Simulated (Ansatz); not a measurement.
Relaxation of C$_{2}$H$_{8}$OSi$_{2}$ (13 atoms, charge 0, multiplicity 1), to a largest force component of 0.02 eV/Å in at most 50 steps.

Computed with RKS PBE/def2-SVP in Ansatz.

```xyz
13
Properties=species:S:1:pos:R:3:forces:R:3
Si -1.075 -2.023 0.873 -1.84 1.47 -0.62
C 0.452 -1.061 0.896 0.60 -0.28 0.45
C 0.726 0.079 0.244 2.72 -0.51 1.53
O -0.049 0.752 -0.558 -2.49 -0.64 -0.74
Si 0.313 2.145 -1.341 -0.03 2.20 -0.59
H -2.233 -1.129 1.389 0.31 -0.49 -0.19
H -1.416 -2.426 -0.513 -0.21 -0.25 -0.37
H -0.959 -3.163 1.716 0.14 -1.33 0.93
H 1.213 -1.508 1.565 0.28 0.46 -0.24
H 1.742 0.531 0.384 -0.14 -0.06 0.02
H 0.683 3.176 -0.296 -0.04 -0.03 -0.12
H 1.496 1.910 -2.192 0.33 -0.06 -0.41
H -0.874 2.683 -2.150 0.38 -0.49 0.34
```

Problem. Where does it end, and by what steps?

Solution. The run converged. After 7 steps the energy has fallen by 0.417 eV; H13 moved furthest, 0.30 Å.

```
step  energy less start (eV)  largest force component (eV/Å)  accepted
   0                  0.0000                           2.716       yes
   1                 -0.3226                           1.279       yes
   2                 -0.4000                           0.349       yes
   3                 -0.4112                           0.168       yes
   4                 -0.4144                           0.077       yes
   5                 -0.4161                           0.040       yes
   6                 -0.4170                           0.027       yes
   7                 -0.4171                           0.005       yes
```

```xyz
13
Properties=species:S:1:pos:R:3
Si -1.125 -1.922 0.815
C 0.553 -1.097 0.973
C 0.873 0.050 0.336
O -0.016 0.691 -0.474
Si 0.280 2.137 -1.322
H -2.239 -1.028 1.294
H -1.430 -2.308 -0.609
H -1.131 -3.172 1.654
H 1.340 -1.540 1.606
H 1.869 0.528 0.437
H 0.609 3.246 -0.359
H 1.427 1.955 -2.278
H -0.990 2.423 -2.056
```

Run time: 18 s on 2 threads of Arm Neoverse V2, with other jobs on the host, peak memory 0.15 GiB.
